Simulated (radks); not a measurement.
Charge is removed step by step from the 3s down level of neutral sulfur, starting from [Ne] 3s(up 1, down 1) 3p4. All-electron calculation, scalar-relativistic Kohn-Sham, r2SCAN, spin-polarised, spherical densities, finite nucleus; open shells are filled with parallel spins first; meta-GGA in the generalised Kohn-Sham scheme; Fermi nuclear charge, rms radius 3.2611 fm. Program: a radial shooting solver on a logarithmic mesh with Libxc functionals.

removed (e)  E - E(0) (eV)  eigenvalue (eV)  E minus straight line (eV)
0                    0.000          -16.497                       0.000
0.125                2.132          -17.617                      -0.488
0.25                 4.404          -18.745                      -0.835
0.375                6.818          -19.875                      -1.040
0.5                  9.372          -20.998                      -1.105
0.625               12.066          -22.104                      -1.031
0.75                14.897          -23.186                      -0.820
0.875               17.861          -24.240                      -0.475
1                   20.956          -25.275                       0.000

Removing the whole electron costs 20.956 eV by Delta-SCF, against 16.497 eV from minus the eigenvalue at the starting occupation. Slater's transition state (half an electron removed) gives 20.998 eV. Integrating minus the eigenvalue over the occupation (Janak's theorem) gives 20.957 eV. In this scalar-relativistic scheme the density is built from large components alone, so the theorem holds only approximately. The mean slope of the eigenvalue, de/dn, is 8.78 eV per electron.
